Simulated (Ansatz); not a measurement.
A made-up structure of CH$_{4}$SeSi, singlet:

```csv
atom,x (Å),y (Å),z (Å)
C1,-0.4435,0.5143,-0.7869
Si2,-0.1340,0.2036,0.7324
Se3,1.0191,-1.2230,1.0122
H4,-0.1010,0.0357,-1.7932
H5,-1.0164,1.2307,-0.7797
H6,-0.6017,0.8574,2.1051
H7,1.2775,-1.6186,-0.4900
```

It is relaxed with PBE-D4/def2-SVP and then PBE0-D4/def2-TZVP (Ansatz 0.2.0). Atoms count as bonded within 1.22 times the sum of their covalent radii (H–H: 0.88 Å). The end point is not checked to be a true minimum.

(1) Does its bonding change? (Judge from chemistry; the calculation decides.)

Answers

(1) By the calculation: No: no bond forms or breaks.

Where it ends: The first stage lowers the energy by 4.15 eV in 8 steps. It ends as CH₄SeSi ([CH2][SiH][SeH]):
```xyz
7
angstrom
C -0.5790 0.6804 -0.8553
Si -0.1071 0.1686 0.6904
Se 1.2764 -1.5335 1.1868
H -0.2437 0.2157 -1.7736
H -1.2564 1.5206 -0.9580
H -0.5654 0.8037 1.9426
H 1.4753 -1.8556 -0.2328
```

Labels in which every atom is bracketed show which atoms are joined, not bond orders.

For scale, one of the runs: PBE0-D4/def2-TZVP relaxation, 140 basis functions, launched by `ansatz run in.yaml --threads 2 --pin off --events-out ev --progress --plain --max-ram 4352MiB`. Hardware: 2 CPU threads of an Arm Neoverse V2, shared host. Wall time about 26 s.
